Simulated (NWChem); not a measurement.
Program: NWChem. System: Cl$_{4}$Hf, charge 0, spin multiplicity 1, at a geometry optimised with B3LYP/def2-SVP with def2 effective core potentials on Hf. The structure started from a generated list of species. Level: RHF/def2-TZVP with def2 effective core potentials on Hf.

NWChem printed:

```
             Northwest Computational Chemistry Package (NWChem) 7.3.0
             --------------------------------------------------------

                                NWChem Input Module
                                -------------------

 Scaling coordinates for geometry "geometry" by  1.889725989
 (inverse scale =  0.529177249)

 Turning off AUTOSYM since
 SYMMETRY directive was detected!

                             Geometry "geometry" -> ""
                             -------------------------

 Output coordinates in angstroms (scale by  1.889725989 to convert to a.u.)

  No.       Tag          Charge          X              Y              Z
 ---- ---------------- ---------- -------------- -------------- --------------
    1 Hf                  72.0000     0.00000000     0.00000000     0.00000200
    2 Cl                  17.0000     1.91270100     0.00000000     1.35247500
    3 Cl                  17.0000    -1.91270100     0.00000000     1.35247500
    4 Cl                  17.0000     0.00000000     1.91269600    -1.35247800
    5 Cl                  17.0000     0.00000000    -1.91269600    -1.35247800

 Effective nuclear repulsion energy (a.u.)    1345.8586705363

            Nuclear Dipole moment (a.u.)
            ----------------------------
        X                 Y               Z
 ---------------- ---------------- ----------------
     0.0000000000     0.0000000000     0.0000793685

      Symmetry information
      --------------------

 Group name             C2v
 Group number             16
 Group order               4
 No. of unique centers     3

      Symmetry unique atoms

     1    2    4


 Summary of "ao basis" -> "" (spherical)
 ------------------------------------------------------------------------------
       Tag                 Description            Shells   Functions and Types
 ---------------- ------------------------------  ------  ---------------------
 *                         def2-tzvp                  on all atoms

 Summary of "ao basis" -> "ao basis" (spherical)
 ------------------------------------------------------------------------------
       Tag                 Description            Shells   Functions and Types
 ---------------- ------------------------------  ------  ---------------------
 Hf                        def2-tzvp                14       40   6s4p3d1f
 Cl                        def2-tzvp                13       37   5s5p2d1f

                                 NWChem SCF Module
                                 -----------------

  ao basis        = "ao basis"
  functions       =   188
  atoms           =     5
  closed shells   =    40
  open shells     =     0
  charge          =   0.00
  wavefunction    = RHF
  use symmetry    = T
  symmetry adapt  = T

 Summary of "ao basis" -> "ao basis" (spherical)
 ------------------------------------------------------------------------------
       Tag                 Description            Shells   Functions and Types
 ---------------- ------------------------------  ------  ---------------------
 Hf                        def2-tzvp                14       40   6s4p3d1f
 Cl                        def2-tzvp                13       37   5s5p2d1f

      Symmetry analysis of basis
      --------------------------

        a1         68
        a2         28
        b1         46
        b2         46

 Forming initial guess at       0.2s

      Superposition of Atomic Density Guess
      -------------------------------------

 Sum of atomic energies:       -1889.84421650

      Non-variational initial energy
      ------------------------------

 Total energy =   -1885.595154
 1-e energy   =   -3464.713581
 2-e energy   =    1154.917716
 HOMO         =      -0.453141
 LUMO         =       0.010448

      Symmetry analysis of molecular orbitals - initial
      -------------------------------------------------

 !! scf_movecs_sym_adapt:    2 vectors were symmetry contaminated

  Symmetry fudging
  Numbering of irreducible representations:

     1 a1          2 a2          3 b1          4 b2

  Orbital symmetries:

     1 a1          2 b2          3 a1          4 b1          5 a1
     6 b2          7 a1          8 b1          9 a1         10 b2
[...]
                 1    -1885.7301536745  1.34D+00  2.76D-01      5.6
                 2    -1885.8722491633  2.84D-01  7.91D-02      6.4
                 3    -1885.8797319106  6.47D-03  1.54D-03      7.7
                 4    -1885.8797398261  1.41D-05  3.81D-06      9.6
                 5    -1885.8797398262  6.96D-09  2.43D-09     12.0

       Final RHF  results
       ------------------

         Total SCF energy =  -1885.879739826161
      One-electron energy =  -3466.476832696625
      Two-electron energy =   1156.396381205550
 Nuclear repulsion energy =    424.200711664914

        Time for solution =      6.8s

       Symmetry analysis of molecular orbitals - final
       -----------------------------------------------

  Numbering of irreducible representations:

     1 a1          2 a2          3 b1          4 b2

  Orbital symmetries:

     1 a1          2 b1          3 a1          4 b2          5 b1
     6 a1          7 b2          8 a1          9 b1         10 a1
    11 b2         12 a1         13 a1         14 a2         15 b2
    16 b1         17 a1         18 a2         19 b1         20 b2
    21 a1         22 b1         23 b2         24 a1         25 a1
    26 b1         27 a1         28 b2         29 a1         30 a1
    31 b1         32 b2         33 a2         34 a1         35 b1
    36 b2         37 a1         38 b1         39 a2         40 b2
    41 a1         42 a2         43 b2         44 b1         45 a1
    46 a1         47 a1         48 b1         49 b2         50 a1

             Final eigenvalues
             -----------------

              1
    1 -104.8469
    2 -104.8469
    3 -104.8469
    4 -104.8469
    5  -10.5768
    6  -10.5768
    7  -10.5768
    8  -10.5768
    9   -8.0431
   10   -8.0431
   11   -8.0431
   12   -8.0431
   13   -8.0425
   14   -8.0425
   15   -8.0425
   16   -8.0425
   17   -8.0425
   18   -8.0425
   19   -8.0425
   20   -8.0425
   21   -3.0210
   22   -1.6933
   23   -1.6933
   24   -1.6933
   25   -1.1070
   26   -1.0909
   27   -1.0909
   28   -1.0909
   29   -0.5639
   30   -0.5372
   31   -0.5372
   32   -0.5372
   33   -0.5187
   34   -0.5187
   35   -0.5034
   36   -0.5034
   37   -0.5034
   38   -0.4771
   39   -0.4771
   40   -0.4771
   41    0.0522
   42    0.0522
   43    0.0648
   44    0.0648
   45    0.0648
   46    0.0683
   47    0.2054
   48    0.2054
   49    0.2054
   50    0.2428

                       ROHF Final Molecular Orbital Analysis
                       -------------------------------------

 Vector   38  Occ=2.000000D+00  E=-4.770586D-01  Symmetry=b1
              MO Center=  3.8D-13, -3.9D-11,  6.6D-01, r^2= 6.1D+00
   Bfn.  Coefficient  Atom+Function         Bfn.  Coefficient  Atom+Function
  ----- ------------  ---------------      ----- ------------  ---------------
    57      0.276768  2 Cl pz                94     -0.276768  3 Cl pz
    55     -0.195701  2 Cl px                92     -0.195701  3 Cl px
   129      0.195706  4 Cl px               166      0.195706  5 Cl px
    60      0.187272  2 Cl pz                97     -0.187272  3 Cl pz

 Vector   39  Occ=2.000000D+00  E=-4.770584D-01  Symmetry=a2
              MO Center=  4.9D-10,  3.0D-10, -8.7D-06, r^2= 6.5D+00
   Bfn.  Coefficient  Atom+Function         Bfn.  Coefficient  Atom+Function
  ----- ------------  ---------------      ----- ------------  ---------------
    56      0.276767  2 Cl py                93     -0.276767  3 Cl py
   129     -0.276768  4 Cl px               166      0.276768  5 Cl px
    59      0.187272  2 Cl py                96     -0.187272  3 Cl py
   132     -0.187273  4 Cl px               169      0.187273  5 Cl px

 Vector   40  Occ=2.000000D+00  E=-4.770584D-01  Symmetry=b2
              MO Center=  4.5D-12,  2.5D-13, -6.6D-01, r^2= 6.1D+00
   Bfn.  Coefficient  Atom+Function         Bfn.  Coefficient  Atom+Function
  ----- ------------  ---------------      ----- ------------  ---------------
   131      0.276768  4 Cl pz               168     -0.276768  5 Cl pz
    56     -0.195704  2 Cl py                93     -0.195704  3 Cl py
   130      0.195704  4 Cl py               167      0.195704  5 Cl py
   134      0.187272  4 Cl pz               171     -0.187272  5 Cl pz

 Vector   41  Occ=0.000000D+00  E= 5.218056D-02  Symmetry=a1
              MO Center=  9.6D-15,  5.9D-14,  1.6D-07, r^2= 2.9D+00
   Bfn.  Coefficient  Atom+Function         Bfn.  Coefficient  Atom+Function
  ----- ------------  ---------------      ----- ------------  ---------------
    21      0.498098  1 Hf d  0              26      0.473344  1 Hf d  0
    31      0.345847  1 Hf d  0              60     -0.182432  2 Cl pz
    97     -0.182432  3 Cl pz               134      0.182434  4 Cl pz
   171      0.182434  5 Cl pz

 Vector   42  Occ=0.000000D+00  E= 5.218079D-02  Symmetry=a2
              MO Center=  7.5D-15, -1.4D-15,  2.0D-06, r^2= 2.9D+00
   Bfn.  Coefficient  Atom+Function         Bfn.  Coefficient  Atom+Function
  ----- ------------  ---------------      ----- ------------  ---------------
    19      0.498098  1 Hf d -2              24      0.473345  1 Hf d -2
    29      0.345846  1 Hf d -2              59     -0.223435  2 Cl py
    96      0.223435  3 Cl py               132     -0.223435  4 Cl px
   169      0.223435  5 Cl px

 Vector   43  Occ=0.000000D+00  E= 6.481157D-02  Symmetry=b2
              MO Center= -6.2D-14, -8.0D-09,  4.0D-01, r^2= 3.8D+00
   Bfn.  Coefficient  Atom+Function         Bfn.  Coefficient  Atom+Function
  ----- ------------  ---------------      ----- ------------  ---------------
    17      0.557389  1 Hf py                20      0.424422  1 Hf d -1
    25      0.368297  1 Hf d -1              30      0.367123  1 Hf d -1
    59     -0.253071  2 Cl py                96     -0.253071  3 Cl py
   133     -0.202370  4 Cl py               170     -0.202370  5 Cl py

 center of mass
 --------------
 x =   0.00000000 y =   0.00000000 z =   0.00000089

 moments of inertia (a.u.)
 ------------------
        1827.383453839472           0.000000000000           0.000000000000
           0.000000000000        1827.388230842698           0.000000000000
           0.000000000000           0.000000000000        1827.393381303303

  Mulliken analysis of the total density
  --------------------------------------

    Atom       Charge   Shell Charges
 -----------   ------   -------------------------------------------------------
    1 Hf  12    10.37  -0.01 -0.32  1.43  0.91  0.41 -0.05  2.26  3.07  0.87  0.16  0.50  0.87  0.12  0.16
    2 Cl  17    17.41   2.01  0.45  1.52  1.08  0.90  4.18  1.69  1.06  2.92  1.57  0.00  0.02  0.00
    3 Cl  17    17.41   2.01  0.45  1.52  1.08  0.90  4.18  1.69  1.06  2.92  1.57  0.00  0.02  0.00
    4 Cl  17    17.41   2.01  0.45  1.52  1.08  0.90  4.18  1.69  1.06  2.92  1.57  0.00  0.02  0.00
    5 Cl  17    17.41   2.01  0.45  1.52  1.08  0.90  4.18  1.69  1.06  2.92  1.57  0.00  0.02  0.00

       Multipole analysis of the density wrt the origin
       ------------------------------------------------

     L   x y z        total         open         nuclear
     -   - - -        -----         ----         -------
     0   0 0 0      0.000000      0.000000     80.000000

     1   1 0 0     -0.000000      0.000000      0.000000
     1   0 1 0     -0.000000      0.000000      0.000000
     1   0 0 1      0.000008      0.000000     -0.000147

     2   2 0 0    -58.253531      0.000000    444.192026
     2   1 1 0     -0.000000      0.000000      0.000000
     2   1 0 1      0.000000      0.000000      0.000000
     2   0 2 0    -58.253501      0.000000    444.189704
     2   0 1 1     -0.000000      0.000000      0.000000
     2   0 0 2    -58.253472      0.000000    444.187200

 Task  times  cpu:       12.2s     wall:       12.2s

 Total times  cpu:       12.2s     wall:       12.2s
```

Q: Write an NWChem input that would produce this output.

A: This is not unique; one that fits is 
```
start mol
memory heap 200 mb stack 900 mb global 1100 mb
geometry units angstroms nocenter noautoz
  Hf     0.000000     0.000000     0.000002
  Cl     1.912701     0.000000     1.352475
  Cl    -1.912701     0.000000     1.352475
  Cl     0.000000     1.912696    -1.352478
  Cl     0.000000    -1.912696    -1.352478
  symmetry group C2v
end
basis spherical
  * library def2-tzvp
end
ecp
  Hf library def2-ecp
end
scf
  rhf
  nopen 0
  maxiter 100
  thresh 1e-7
  semidirect memsize 60000000 filesize 0
end
task scf energy
```
